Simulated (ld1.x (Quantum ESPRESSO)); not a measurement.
## Configuration tests for Be (Z = 4) (PAW)

ld1.x (Quantum ESPRESSO) 7.5 input, shortened:

```
&input
   title='Be', zed=4., rel=1, dft='PBE', iswitch=3,
   config='[He] 2s2 2p0 3d-2'
 /
 &inputp
   pseudotype=3, lpaw=.true., tm=.true., lloc=-1, rcloc=2.30,
   nlcc=.true., new_core_ps=.true., rcore=1.20,
   which_augfun='PSQ', rmatch_augfun_nc=.true.
 /
5
2S  1  0   2.00   0.00  1.85  1.95  0.0
2S  1  0   0.00   0.25  1.85  1.95  0.0
2P  2  1   0.00   0.00  2.15  2.80  0.0
2P  2  1   0.00   0.60  2.15  2.80  0.0
3D  3  2  -2.00   0.15  2.20  2.70  0.0
 &test
   configts(1)='2s2 2p0'
 /
```

Energies are relative to the spin-unpolarised reference configuration 2s2 2p0; without spin polarisation the order of configurations can differ from experiment.

**Question.** Give the all-electron excitation energy and the error of the potential for: 2s1 2p0; 2s1.5 2p0; 2s1 2p1; 2s0 2p2; 2s0 2p1.

**Answer.**

```csv
valence configuration,charge,ΔE all-electron (eV),error AE − PS (meV)
2s1 2p0,+1,9.551,-1.3
2s1.5 2p0,+0.5,3.761,-0.2
2s1 2p1,0,3.612,-0.4
2s0 2p2,0,7.251,-2.2
2s0 2p1,+1,13.460,-5.1
```
